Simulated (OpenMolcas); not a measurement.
**B2H2F2 (SMILES FBBF): methods side by side**

B2H2F2 has 6 atoms, charge 0, and is taken as a singlet. As SMILES, `FBBF`. The coordinates come from a GFN2-xTB relaxation. This is one conformer, not always the lowest.

Each level gives the electronic atomisation energy (eV). The values are calculated. Electronic energies at fixed atoms, without zero-point motion or spin-orbit coupling.

```
           level           kind     program  value (eV)  CPU time (all runs)
 SVWN5/def2-SVPD            LDA  OpenMolcas       28.16                 37 s
  BLYP/def2-SVPD            GGA  OpenMolcas       24.48                 49 s
   PBE/def2-SVPD            GGA  OpenMolcas       25.03                 48 s
  TPSS/def2-SVPD       meta-GGA  OpenMolcas       24.67                 64 s
r2SCAN/def2-SVPD       meta-GGA  OpenMolcas       24.72                 74 s
 B3LYP/def2-SVPD  global hybrid  OpenMolcas           ?                 47 s
 BHLYP/def2-SVPD  global hybrid  OpenMolcas           ?                 46 s
  PBE0/def2-SVPD  global hybrid  OpenMolcas       24.56                 45 s
```

Question: Estimate the missing values from the other rows.

Answer: As computed at these levels: B3LYP/def2-SVPD: 24.52 eV; BHLYP/def2-SVPD: 23.87 eV. The values span 23.87 to 28.16 eV. Times are those of the runs behind each value, whatever else they computed, on shared processors of several kinds: orders of magnitude only.
